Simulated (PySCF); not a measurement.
**Polarisability and C₆ of Al(2+) (aluminium, charge +2)**

[Ne] 3s1, 2S determinant. Calculation: PySCF 2.14, in aug-cc-pVQZ-DK (7s6p4d3f2g, 84 functions); the spin-free X2C one-electron Hamiltonian (Gaussian nucleus). Coupled (time-dependent) response in atomic units; α is the mean over directions.

```csv
method,mean α (bohr³),C₆ (like pair),S(−4)
UHF,15.22,42.76,260.6
PBE,13.43,35.33,206.2
PBE0,13.96,37.43,222.1
BP86,13.22,34.54,199.6
r2SCANh,14.03,38.67,213.2
```

S(−4) is the Cauchy moment in α(ω) = α(0) + S(−4) ω² + …

α(iu) at BP86:

```tsv
u (hartree)	α(iu) (bohr³)
0	13.22
0.0500	12.74
0.100	11.49
0.200	8.280
0.300	5.687
0.500	2.914
0.750	1.563
1.00	0.9946
1.50	0.5388
2.00	0.3588
3.00	0.2071
5.00	0.1003
```

A single London oscillator, α(iu) = α/(1 + u²/ω²), gives C₆ = (3/4) ω α². Matching the computed C₆ needs ω = 4 × 34.54 / (3 × 13.22²) = 0.264 hartree.

For an ion, C₆ is the dispersion term alone; charge-induced terms of lower order in 1/R come first.
